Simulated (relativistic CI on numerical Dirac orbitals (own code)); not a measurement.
## Electric-dipole transitions in Pt⁶⁸⁺

Method of calculation: Dirac-Coulomb-Breit CI, KLI orbitals optimised for each configuration, model QED (radiative potential, 1s self-energy scaled to tabulated hydrogen-like ionisation energies), unscaled Slater integrals (own radial code, finite nucleus).

Configurations in the expansion (outside the closed core 1s2): 2s²2p⁶, 2s²2p⁵3s, 2s²2p⁵3p, 2s²2p⁵3d, 2s2p⁶3s, 2s2p⁶3p, 2s2p⁶3d, 2s²2p⁵4s, 2s²2p⁵4p, 2s²2p⁵4d, 2s²2p⁵4f, 2s²2p⁴3s², 2s²2p⁴3s3p, 2s2p⁶4s, 2s²2p⁵5s, 2s²2p⁵5p, 2s²2p⁴3s3d, 2s2p⁶4p, 2s²2p⁵5d, 2s²2p⁴3p², 2s²2p⁵5f, 2s²2p⁵5g, 2s2p⁶4d, 2s2p⁶4f, 2s²2p⁴3p3d, 2s2p⁵3s², 2s²2p⁴3d², 2s2p⁵3s3p, 2s2p⁵3s3d, 2s2p⁵3p², 2s2p⁶5s, 2s2p⁵3p3d, 2s2p⁶5p, 2s2p⁶5d, 2s2p⁶5f, 2s2p⁶5g. Levels of other configurations are missing.

| λ vac (Å) | Lower | Upper | A (s⁻¹) | log gf | S velocity/length |
| --- | --- | --- | --- | --- | --- |
| 1.0439 | 2s²2p⁶ ¹S0 [1] | 2s²2p⁵3d ³D°1 [29] | 2.01e+15 | -0.01 | 1.00 |
| 1.2112 | 2s²2p⁶ ¹S0 [1] | 2s²2p⁵3d ¹P°1 [17] | 3.49e+15 | 0.36 | 1.00 |
| 3.5326 | 2s²2p⁵3p ³D3 [6] | 2s²2p⁵4d ³F°4 [50] | 1.59e+14 | 0.43 | 1.00 |
| 3.6782 | 2s²2p⁵3d ³F°2 [28] | 2s²2p⁵4f ³G3 [104] | 3.09e+14 | 0.64 | 0.99 |
| 3.6830 | 2s²2p⁵3d ³F°3 [12] | 2s²2p⁵4f ³G4 [55] | 3.09e+14 | 0.75 | 0.99 |
| 3.6892 | 2s²2p⁵3d ³D°2 [13] | 2s²2p⁵4f ³F3 [57] | 2.45e+14 | 0.54 | 0.99 |
| 3.7792 | 2s²2p⁵3d ³F°4 [14] | 2s²2p⁵4f ³G5 [58] | 3.21e+14 | 0.88 | 0.99 |
| 3.7819 | 2s²2p⁵3d ³P°2 [30] | 2s²2p⁵4f ³D3 [107] | 3.06e+14 | 0.66 | 0.99 |
| 3.7836 | 2s2p⁶3d ³D3 [36] | 2s2p⁶4f ³F°4 [120] | 3.20e+14 | 0.79 | 1.00 |
| 3.7851 | 2s²2p⁵3d ¹D°2 [15] | 2s²2p⁵4f ¹F3 [60] | 2.64e+14 | 0.60 | 0.99 |
| 3.7860 | 2s²2p⁵3d ³F°3 [31] | 2s²2p⁵4f ³G4 [106] | 3.20e+14 | 0.79 | 0.99 |
| 3.7964 | 2s²2p⁵3d ³D°3 [16] | 2s²2p⁵4f ³F4 [61] | 2.84e+14 | 0.74 | 0.99 |
| 3.8348 | 2s²2p⁵3d ¹P°1 [17] | 2s²2p⁵4f ¹D2 [59] | 2.57e+14 | 0.45 | 0.98 |
| 8.1478 | 2s²2p⁵4d ³F°4 [50] | 2s²2p⁵5f ³G5 [86] | 5.84e+13 | 0.81 | 1.00 |
| 8.3388 | 2s²2p⁵4f ³G4 [55] | 2s²2p⁵5g ³H°5 [90] | 9.47e+13 | 1.04 | 1.00 |
| 8.3529 | 2s²2p⁵4f ³F3 [57] | 2s²2p⁵5g ³G°4 [93] | 8.41e+13 | 0.90 | 1.00 |
| 8.4229 | 2s²2p⁵4f ³G5 [58] | 2s²2p⁵5g ³H°6 [94] | 9.66e+13 | 1.13 | 1.00 |
| 8.4348 | 2s²2p⁵4f ¹F3 [60] | 2s²2p⁵5g ¹G°4 [96] | 8.60e+13 | 0.92 | 1.00 |
| 8.4392 | 2s²2p⁵4f ³F4 [61] | 2s²2p⁵5g ³G°5 [97] | 8.99e+13 | 1.02 | 1.00 |
| 19.098 | 2s²2p⁵3s ³P°2 [2] | 2s²2p⁵3p ³D3 [6] | 2.71e+12 | 0.02 | 1.02 |

Terms are leading LS components. Brackets give the number of a level in order of energy, since labels repeat. The list gives strong lines, with weight on those to low levels, among the lowest 157 of 838 levels, so that lines to higher ones, which can be the strongest, are missing. Levels whose partners in the same complex of configurations lie outside the list can be far off, and so can their lines. Rates are taken at the computed energies, electric ones in the length gauge. A velocity-to-length ratio far from 1 marks an uncertain rate.

At this charge energies of transitions that change n are usually good to better than 1 %, and those within a shell (Δn = 0) to a few per cent.

From the table, what is the radiative lifetime of 2s²2p⁵3d ³D°1?

The listed rates from this level add up to about 2.01e+15 s⁻¹, 100 % of its decay; with all channels τ = 4.96e-16 s.

LS names give the leading component of a level, which can be under half, so a name can repeat, a term be missing and a line seem to break the LS rules.
